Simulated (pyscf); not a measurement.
## `[ZnH]`, doublet

Gas-phase minimum from PySCF at ωB97X-D3(BJ)/def2-SVP, one conformer. 

SMILES: [ZnH]
```xyz
2

Zn     0.6238    -0.2135    -0.4724
H      1.7545     0.9567    -0.4107
```
Charge 0, spin multiplicity 2.

Bonded distances (Å): Zn1–H2 1.628.

Properties at ωB97X-D3(BJ)/def2-SVP:

```yaml
harmonic_wavenumbers_unscaled: 1518 cm⁻¹
zero_point_energy: 2.2 kcal/mol
rotational_symmetry_number: 1
Entropy of this conformer at 298 K and 1 atm, rigid rotor and harmonic oscillator, modes under 100 cm⁻¹ raised to 100: 204.1 J/(mol K)
dipole_moment: 1.22 D
Spin expectation value S2: 0.757
```

Single-point totals, which compare only within one level (frozen core for MP2 and CC):

```json
[
 {"level": "ωB97X-D3(BJ)/def2-TZVP", "total energy (hartree)": "-1779.89250"},
 {"level": "PBE/def2-TZVP", "total energy (hartree)": "-1779.66499"},
 {"level": "r²SCAN/def2-TZVP", "total energy (hartree)": "-1779.91863"},
 {"level": "B3LYP-D3(BJ)/def2-TZVP", "total energy (hartree)": "-1779.99171"},
 {"level": "PBE0-D3(BJ)/def2-TZVP", "total energy (hartree)": "-1779.68370"},
 {"level": "M06-2X/def2-TZVP", "total energy (hartree)": "-1779.90630"},
 {"level": "ωB97M-D3(BJ)/def2-TZVP", "total energy (hartree)": "-1779.96211"},
 {"level": "UHF/def2-TZVPP", "total energy (hartree)": "-1778.33806"},
 {"level": "MP2/def2-TZVPP", "total energy (hartree)": "-1779.15959"},
 {"level": "CCSD/def2-TZVPP", "total energy (hartree)": "-1779.08720"},
 {"level": "CCSD(T)/def2-TZVPP", "total energy (hartree)": "-1779.10336"}
]
```

The CCSD(T) − MP2 part came from Ansatz, without density fitting, on the same reference. The frozen core leaves the outer d or s,p core shells of the metals and heavy elements correlated in the MP2 and CC values, and def2-TZVPP describes them poorly, so these totals are far from the basis limit. Elements up to Kr have no core potential and no relativistic terms here.
